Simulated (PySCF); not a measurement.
**SMILES C=C[C@H]1C(=C)[CH2][Ge@H]1[F], C$_{6}$H$_{9}$FGe**

Cartesian coordinates in Å; atom numbers follow the order of the lines, from 1:
```xyz
17

C     2.7782   -0.1506   -0.4507
C     1.5833    0.1255    0.0462
C     0.3122   -0.1160   -0.6638
C    -0.8497   -0.6112    0.1744
C    -0.7619   -1.4654    1.1760
C    -2.0946    0.1164   -0.2843
Ge   -0.8966    1.4608   -1.1817
F    -0.6448    2.8092   -0.0575
H     2.8980   -0.5966   -1.4254
H     3.6836    0.0608    0.0913
H     1.4841    0.5782    1.0244
H     0.4696   -0.7619   -1.5315
H    -1.6263   -1.7571    1.7493
H     0.1760   -1.9198    1.4480
H    -2.7388    0.4403    0.5302
H    -2.6857   -0.4862   -0.9732
H    -1.0938    2.2856   -2.4733
```

Method: PySCF 2.14.0, TDDFT PBE0/def2-SVPD circular dichroism and optical rotation, one conformer, gas phase. Geometry: GFN2-xTB.

The molecule is flexible and this is one conformer; a measurement averages over conformers. The calculation is non-relativistic, which matters for the atoms heavier than Zn. States above about 7.0 eV (minus the energy of the highest occupied orbital) lie near or above the ionisation threshold and depend on the basis.

**Question.** Draw the ECD and absorption spectra from the lowest 16 states, each a Gaussian of half-width 0.2 eV at 1/e height.

**Answer.** 
```
E (eV)  λ (nm)  Δε (L mol⁻¹ cm⁻¹)  ε (L mol⁻¹ cm⁻¹)
  4.81     258              -0.02              14.3
  4.96     250              -0.60               346
  5.11     242              -4.71              2720
  5.26     235             -12.14              6980
  5.41     229             -11.94              6220
  5.56     223             -14.35              4520
  5.71     217             -24.85              8620
  5.86     211             -24.87             14600
  6.01     206             -18.95             13600
  6.16     201             -14.54              6700
  6.31     196             -25.52              8140
  6.46     192             -26.95             13500
  6.61     187             -17.42             14400
  6.76     183              +3.72             15100
  6.91     179             +77.04             15400
  7.06     175             +93.23             13200
  7.21     172             +50.08             10200
  7.36     168             +27.99              7980
```
Δε uses R in velocity form, ε uses f in length form. Only the states computed contribute, so the short-wavelength end is incomplete.
